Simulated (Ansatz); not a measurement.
Basis sets compared for In₁₂Sb₁₂H₃₂, a nanocrystal cut from zinc blende InSb (hydrogen-capped). Charge 0, multiplicity 1. Geometry r2SCAN-D4/def2-SVP. Ansatz on 11 threads of AMD EPYC 7R13 on a shared host and a whole NVIDIA H100 80GB HBM3; times are rough, and most runs start from earlier orbitals.

Cartesian coordinates in Å:
```
In 3.038 3.979 -2.657
In -4.464 3.907 -1.270
In -4.515 -1.523 -1.891
In 3.854 -0.855 -3.149
In -0.299 -3.937 -2.572
In -0.373 0.707 -2.304
In 0.953 3.196 1.616
In -2.440 -0.031 1.591
In 1.713 -1.515 0.852
In 5.397 1.467 0.913
In -1.915 -4.293 2.046
In 0.303 -1.174 5.946
Sb -2.134 2.945 -2.713
Sb 2.096 1.331 -3.503
Sb 3.361 3.311 0.108
Sb -1.848 -1.601 -3.000
Sb -4.151 2.221 1.084
Sb -3.662 -2.394 0.734
Sb 2.225 -3.181 -3.709
Sb 4.185 -0.894 -0.340
Sb 0.269 -3.856 0.204
Sb 0.019 0.690 0.474
Sb -1.947 -0.130 4.420
Sb 2.105 -1.570 3.702
H 4.569 4.153 -3.438
H 1.639 4.978 -2.862
H -4.083 5.501 -0.749
H -5.823 3.263 -2.100
H -5.508 -2.702 -2.659
H -4.852 0.169 -1.646
H 5.267 -0.939 -4.140
H -0.906 -5.421 -3.216
H -0.237 4.333 1.063
H 1.226 2.780 3.280
H 6.853 1.720 0.021
H 5.250 1.132 2.605
H -2.502 -5.906 1.892
H -1.453 -3.453 3.499
H -0.184 -2.749 6.433
H 0.922 0.164 6.830
H -2.570 2.895 -4.361
H -1.048 4.248 -2.865
H 1.728 1.281 -5.170
H 4.063 4.766 0.668
H -1.981 -1.527 -4.701
H -5.708 1.700 1.546
H -3.915 3.238 2.433
H -5.053 -2.294 1.723
H 2.031 -3.279 -5.401
H 3.230 -4.555 -3.587
H 5.102 -2.310 -0.066
H 1.394 -5.124 0.409
H -2.252 1.462 4.954
H -3.367 -0.797 5.088
H 3.429 -0.521 3.914
H 2.971 -3.005 4.022
```

In the def2 sets In, Sb take a core potential; there is no spin–orbit coupling. Single mean-field runs in def2-SVP, def2-TZVP are fitted with def2-universal-jkfit.

Binding counts from free atoms (In doublet, Sb quartet, H doublet) in the same basis, without a counterpoise term.

| level | functions | energy (Eh) | HOMO (eV) | LUMO (eV) | binding per atom (eV) | wall time |
| --- | --- | --- | --- | --- | --- | --- |
| PBE-D4/def2-SVP | 784 | -5184.2396 | -5.55 | -2.89 | 2.20 | 4.6 s |
| PBE0-D4/def2-SVP | 784 | -5184.4451 | -6.39 | -2.29 | 2.19 | 7.5 s |

Question: Estimate the rows for PBE-D4/def2-TZVP (with forces), PBE0-D4/def2-TZVP.

Answer: 
```json
{"level": "PBE-D4/def2-TZVP (with forces)", "functions": "1392", "energy (Eh)": "-5184.4451", "HOMO (eV)": "-5.62", "LUMO (eV)": "-2.98", "binding per atom (eV)": "2.22", "wall time": "11 s"}
{"level": "PBE0-D4/def2-TZVP", "functions": "1392", "energy (Eh)": "-5184.6239", "HOMO (eV)": "-6.42", "LUMO (eV)": "-2.35", "binding per atom (eV)": "2.21", "wall time": "15 s"}
```
